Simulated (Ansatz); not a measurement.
`CN[SiH2]CCl` and `CN[SiH2][GaH2]` differ in one atom or group.

Ansatz, PBE0-D4/def2-TZVP geometries, multiplicity 1. Each molecule was computed in one conformer, which needn't be the lowest.

Scalar relativity is left out up to krypton.

```json
{"property": "size of the dipole moment (B3LYP/def2-TZVPP) / D", "`CN[SiH2]CCl`": "1.40"}
{"property": "LUMO energy (PBE/def2-TZVPP) / eV", "`CN[SiH2]CCl`": "-0.57"}
{"property": "HOMO–LUMO gap (PBE0/def2-TZVPP) / eV", "`CN[SiH2]CCl`": "7.36"}
{"property": "HOMO energy (B3LYP/def2-TZVPP) / eV", "`CN[SiH2]CCl`": "-6.70"}
{"property": "HOMO energy (PBE0/def2-TZVPP) / eV", "`CN[SiH2]CCl`": "-6.92"}
{"property": "LUMO energy (B3LYP/def2-TZVPP) / eV", "`CN[SiH2]CCl`": "0.19"}
```

What does the change do to each property? (Estimate.)

Ansatz gave: 
| property | `CN[SiH2][GaH2]` | shift |
| --- | --- | --- |
| size of the dipole moment (B3LYP/def2-TZVPP) / D | 1.29 | -0.11 |
| LUMO energy (PBE/def2-TZVPP) / eV | -2.76 | -2.19 |
| HOMO–LUMO gap (PBE0/def2-TZVPP) / eV | 4.76 | -2.60 |
| HOMO energy (B3LYP/def2-TZVPP) / eV | -6.52 | 0.18 |
| HOMO energy (PBE0/def2-TZVPP) / eV | -6.73 | 0.19 |
| LUMO energy (B3LYP/def2-TZVPP) / eV | -2.23 | -2.42 |

With PBE0 the HOMO rises by 0.19 eV and the LUMO falls by 2.41 eV, so the gap narrows by about 2.60 eV. PBE moves the HOMO by 0.14 eV and ωB97M-V by 0.25 eV. Dipoles are sizes alone; their direction can turn.

B3LYP here is the variant with VWN-RPA as its local correlation; programs differ in this.
